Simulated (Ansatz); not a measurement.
Process, species as SMILES: CC(C)CO → CC(C)[CH]O + H atom (the C-H bond at the site shown breaks; other sites are not compared here)
Structures are relaxed separately at B3LYP-D3(BJ)/def2-TZVP in Ansatz (a first-principles code), one conformer each, not searched for the lowest.

Wanted: bond dissociation energy (electronic energy difference), in eV. Correlated levels leave the core frozen unless marked. UHF or UKS for open shells. Spin-orbit coupling is left out. No relativistic terms. Basis-set limits of correlation are two-point, X^-3; Hartree-Fock from the larger set.

Level to compare with: CCSD(T)/CBS(cc-pVTZ,cc-pVQZ) (Ansatz), 4.46 eV. It is a level with limits of its own, and the differences hold the functionals' basis error too.

Question: Rank these functionals by how close they come to CCSD(T)/CBS(cc-pVTZ,cc-pVQZ), closest first: SVWN5/def2-TZVPD (Ansatz); revPBE/def2-TZVPD (Ansatz); r2SCAN0/def2-TZVPD (Ansatz); B97M-V/def2-TZVPD (Ansatz).

Answer: B97M-V/def2-TZVPD (meta-GGA with VV10, 4.33 eV, difference -0.13), SVWN5/def2-TZVPD (LDA, 4.64 eV, difference 0.18), r2SCAN0/def2-TZVPD (hybrid meta-GGA, 4.19 eV, difference -0.27), revPBE/def2-TZVPD (GGA, 4.08 eV, difference -0.38)
